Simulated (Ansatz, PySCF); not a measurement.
Gas-phase reaction R1 + R2 → P1 + P2, each structure at its B3LYP-D3(BJ)/def2-TZVP stationary point, reached from a drawn start (curvature not checked).
R1: H4O3Si (SMILES O[SiH](O)O), charge 0, multiplicity 1.
P1, H4O4Si (SMILES O[Si](O)(O)O) (charge 0, multiplicity 1):
```xyz
9

O      0.708     1.199    -0.858
Si     0.000     0.000     0.000
O     -1.042     0.723     1.033
O     -0.674    -1.015    -1.091
O      1.007    -0.906     0.916
H      0.909     2.014    -0.392
H     -1.335     0.211     1.791
H     -1.070    -0.621    -1.872
H      1.497    -1.604     0.473
```
P2: H2 (SMILES [H][H]), charge 0, multiplicity 1.
R2, H2O (SMILES O) (charge 0, multiplicity 1):
| atom | x (Å) | y (Å) | z (Å) |
|---|---|---|---|
| O | 0.0000 | 0.0000 | 0.3896 |
| H | 0.0000 | 0.7650 | -0.1948 |
| H | 0.0000 | -0.7650 | -0.1948 |

P less R. No zero-point or thermal terms. One arrangement of each flexible species, with no search for the lowest.

Correlated levels freeze the cores.

Programs: Ansatz (a first-principles code) with Gaussian orbitals; PySCF for the D3/D4 terms. Each number belongs to the level named beside it.

```tsv
level	reaction energy (kJ/mol)
PBE-D4/def2-TZVPP	-98.9
BLYP-D3(BJ)/def2-TZVPP	-101.2
r2SCAN-D3(BJ)/def2-TZVPP	-111.2
B97M-V/def2-TZVPP	-108.6
PBE0-D3(BJ)/def2-TZVPP	-99.4
BHLYP/def2-TZVPP	-103.3
wB97M-V/def2-TZVPP	-107.5
CCSD/cc-pV(T+d)Z	-107.8
CCSD(T)/cc-pV(T+d)Z	…
```

Task: Complete the blanks.

Result: 
- CCSD(T)/cc-pV(T+d)Z, reaction energy (kJ/mol): -109.8
